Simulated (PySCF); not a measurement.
C₃H₉AlO, SMILES [AlH]([O]C)[CH2]C.

The structure is a stationary point at ωB97X-D3(BJ)/def2-SVP. Other conformers were not sampled.

Vertical ionisation energy (IE) and electron affinity (EA) in eV. Rows of orbital energies are one-electron estimates. Where ΔSCF, EOM or ADC give a negative EA the extra electron is unbound and the value depends on the basis.

```csv
level,IE,EA
"−ε(HOMO), −ε(LUMO), HF/def2-TZVP (PySCF)",10.57,-2.06
"−ε(HOMO), −ε(LUMO), PBE/def2-TZVP (PySCF)",6.21,1.32
```
